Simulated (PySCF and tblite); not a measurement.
Results of a calculation; reference values are marked as such.
3 regioisomers of C8H14S:

| isomer | SMILES |
| --- | --- |
| A | [CH3:1][S:2][C@@H:3]1[CH2:4][CH:5]=[CH:6][CH2:7][CH2:8][CH2:9]1 |
| B | [CH3:1][S:2][C:3]1=[CH:4][CH2:5][CH2:6][CH2:7][CH2:8][CH2:9]1 |
| C | [CH3:1][S:2][CH:3]1[CH2:4][CH2:5][CH:6]=[CH:7][CH2:8][CH2:9]1 |

Each isomer is a Boltzmann average at 298.15 K over at most 6 conformers: GFN2-xTB geometries, energies PBE0/6-31G* (D3(BJ) added where defined), GIAO shieldings PBE0/6-31G*, GFN2-xTB thermal terms. Programs: PySCF with density fitting and tblite.

**Question.** What shifts does each isomer give (ppm; of two unlike H on one atom, a is the less shielded)?

**Answer.** 
A: ¹H (against TMS): 6.19 (H6, 1H), 6.11 (H5, 1H), 2.75 (H4a, 1H), 2.60 (H3, 1H), 2.58 (H4b, 1H), 2.35 (H9a, 1H), 2.30 (H7a, 1H), 2.25 (H7b, 1H), 2.01 (H8a, 1H), 1.99 (H9b, 1H), 1.91 (H1, 3H), 1.56 (H8b, 1H). ¹³C (against TMS): 129.5 (C6), 126.0 (C5), 48.3 (C3), 39.2 (C9), 36.8 (C4), 29.6 (C7), 26.8 (C8), 17.7 (C1).

B: ¹H (against TMS): 6.74 (H4, 1H), 2.66 (H9, 2H), 2.28 (H5, 2H), 2.01 (H1, 3H), 1.91 (H7, 2H), 1.65 (H8, 2H), 1.60 (H6, 2H). ¹³C (against TMS): 137.6 (C3), 134.5 (C4), 37.0 (C9), 34.4 (C7), 30.6 (C5), 28.2 (C8), 27.7 (C6), 19.9 (C1).

C: ¹H (against TMS): 6.12 (H6/H7, 2H), 2.74 (H3, 1H), 2.49 (H5a/H8a, 2H), 2.19 (H5b/H8b, 2H), 2.19 (H4a/H9a, 2H), 1.91 (H1, 3H), 1.83 (H4b/H9b, 2H). ¹³C (against TMS): 127.7 (C6/C7), 53.1 (C3), 33.7 (C4/C9), 27.8 (C5/C8), 17.6 (C1).

Shifts are unscaled: against experiment ¹³C can be off by 15 ppm or more and ¹H by 0.8 ppm. The cap on conformers cut off some of the population, so the set may be incomplete.
